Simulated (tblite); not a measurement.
C₃H₇FOSi.
Geometry (GFN2-xTB, Å), atoms numbered from 1 in this order:
```
atom  x, y, z in Å
C1    -0.7466    1.6054    0.4624
C2    -0.3424    0.4114    0.0569
C3    -1.3221   -0.7228    0.0073
F4    -0.7114   -1.9291    0.2977
Si5    1.4284    0.0403   -0.5297
O6     2.1233   -1.1200    0.3611
H7    -0.0771    2.4475    0.4749
H8    -1.7582    1.7985    0.7899
H9    -2.1402   -0.6080    0.7257
H10   -1.7322   -0.8323   -1.0043
H11    2.2830    1.1924   -0.2920
H12    1.3363   -0.3572   -1.9392
H13    1.6547   -1.9255    0.5716
```

Method: GFN2-xTB as coded in tblite; computed harmonic values from a numerical Hessian at the method's own geometry, unscaled. This tight-binding method is rough: wavenumbers can miss measured ones by several per cent, in bad cases by 10 to 20. Modes of hydrogen on silicon can be 10 to 20 % off. One conformer, not necessarily the lowest.

Harmonic wavenumbers (cm⁻¹): 41.7, 66.3, 154.4, 198.8, 296.2, 337.4, 346.1, 510.5, 527.5, 595.4, 612.7, 685.5, 743.9, 769.1, 828.6, 914.3, 919.4, 947.6, 966.6, 1029.2, 1194.0, 1213.9, 1305.4, 1422.1, 1431.5, 1691.6, 2219.3, 2340.6, 2916.7, 2942.3, 3062.6, 3125.9, 3640.2.

A = 3353, B = 2523, C = 1599 MHz; mass 106.025 u (most abundant isotopes); point group C1, symmetry number 1.

Problem. Zero-point energy?

Solution. ½Σν̃ = 19999 cm⁻¹ = 57.18 kcal/mol.

Problem. Entropy at 350 K, 1 bar (ideal gas, RRHO, classical rotation)?

Solution. Translation 40.72, rotation 28.04, vibration 25.83: S = 94.6 cal/(mol K).

Problem. And Cp and H(350 K) − H(0)?

Solution. Cp = 34.44 cal/(mol K), of which vibrations give 26.49 (their classical limit is 33 R = 65.6); H(350 K) − H(0) = 7.46 kcal/mol without the zero-point energy, 4.68 from vibrations.

Problem. How do the functions run with temperature in this model?

Solution. 
| T (K) | S (cal/(mol K)) | Cp (cal/(mol K)) | H − H(0) (kcal/mol) | G − H(0) (kcal/mol) | ln q(vib) |
| --- | --- | --- | --- | --- | --- |
| 50 | 56.2 | 11.9 | 0.49 | -2.32 | 0.53 |
| 100 | 65.6 | 15.5 | 1.18 | -5.38 | 1.49 |
| 298.15 | 89.4 | 30.8 | 5.76 | -20.88 | 5.28 |
| 373.15 | 96.8 | 35.9 | 8.27 | -27.86 | 6.72 |
| 500 | 108.4 | 42.8 | 13.29 | -40.89 | 9.13 |
| 750 | 127.6 | 51.9 | 25.22 | -70.47 | 13.63 |
| 1000 | 143.4 | 57.7 | 38.97 | -104.40 | 17.74 |

q(vib) and H(0) count from the zero-point level.

Problem. Which modes carry the vibrational entropy at 350 K?

Solution. 41.7 cm⁻¹: 5.49; 66.3 cm⁻¹: 4.58; 154.4 cm⁻¹: 2.92; 198.8 cm⁻¹: 2.44; 296.2 cm⁻¹: 1.71; 337.4 cm⁻¹: 1.49 cal/(mol K); the other 27 give 7.18 together.

Hindered rotation and anharmonicity are outside this model. Other conformers, if any are populated, would add a mixing term that is left out. The structure is chiral; the term R ln 2 for an equal mix with its mirror image is left out.

The run took 0.31 s wall on Arm Neoverse V1, one thread, shared host. The figure is for the frequency step alone.
